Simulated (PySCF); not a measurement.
From computed data to an observable: entropy of an ideal gas

BClH, SMILES [BH]Cl, multiplicity 2.

Geometry optimised at PBE0-D3(BJ)/def2-TZVPD. The isomer is the one that the SMILES or the coordinates give; other isomers of the formula were not compared.

PBE0-D3(BJ)/def2-TZVPD (PySCF) gives the harmonic wavenumbers 843, 907, 2641 cm⁻¹ and the rotational temperatures 28.9962, 0.8607, 0.8359 K. The molar mass is 47.27 g/mol, the symmetry number 1, the spin multiplicity 2.

**Question.** Work out the entropy at 298.15 K and 1 atm in the rigid-rotor, harmonic-oscillator model.

**Answer.** 
Translation (Sackur–Tetrode at 1 atm): S = R[1.5 ln M + 2.5 ln T − 1.16487] = 156.8 J/(mol K).
Rotation: q = (√π/σ) T^1.5/√(θA θB θC) = 2000, S = R[ln q + 3/2] = 75.7 J/(mol K).
Vibration: with u = 1.4388 ν/T, each mode gives R[u/(e^u − 1) − ln(1 − e^−u)]:
| ν (cm⁻¹) | modes | u | S (J/(mol K)) |
|---|---|---|---|
| 843 | 1 | 4.07 | 0.73 |
| 907 | 1 | 4.38 | 0.57 |
The stiffer modes add less than 0.005 each. Sum 1.3 J/(mol K).
Spin: R ln 2 = 5.8 J/(mol K).
Total 239.6 J/(mol K); the program's own thermochemistry gives 239.6. Translation makes up 65 % and vibration 1 %. Anharmonicity, hindered rotation and orbital degeneracy are left out.
